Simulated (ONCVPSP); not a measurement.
# Building the ONCV potential for P (Z = 15) (PBE, scalar-relativistic).

```
Element                 : phosphorus (P)
Generator               : ONCVPSP 4.0.1
Type                    : optimised norm-conserving Vanderbilt (ONCV)
Functional              : PBE
Relativity              : scalar-relativistic
Frozen core             : [Ne]
Valence charge          : 5
Reference configuration : 3s1 3p4
Partial waves           : 3s: rc 1.55 bohr, ncon 4, nbas 7, qcut 3.7 1/bohr, 2 projectors, debl 0.7 Ha; 3p: rc 1.55 bohr, ncon 3, nbas 7, qcut 6.4 1/bohr, 2 projectors, debl 0.7 Ha
Local potential         : polynomial inside 1.20 bohr (lpopt 5, dvloc0 4 Ha)
Core correction         : Teter function, fcfact 2.75, rcfact 1.7
```

All-electron outer shells of the reference configuration (PBE, scalar-relativistic, ld1.x):

```
shell  level (eV)  outermost node (bohr)  outermost maximum (bohr)
   2s     -175.53                   0.14                      0.42
   2p     -126.02                      –                      0.36
   3s      -14.68                   0.65                      1.58
   3p       -6.07                   0.64                      1.81
```

Results:

```
Cutoffs needed             : 24 Ha and 46 Ha (the cutoffs (Ha) at which the residual kinetic energy of the hardest occupied pseudo-wave falls to 1 and 0.1 mHa per electron)
Ghost test                 : no bound ghost flagged; GHOST(+) flagged for s at 143.6 eV
Largest excitation error   : -4.9 meV (all-electron minus pseudo) for 3s0 3p5, out of 4 test configurations
rms error of d²Exc/dni dnj : 1.92 mHa without and 2.51 mHa with the model core
```

Generation and tests took about 3.4 s on one core of a shared server CPU.
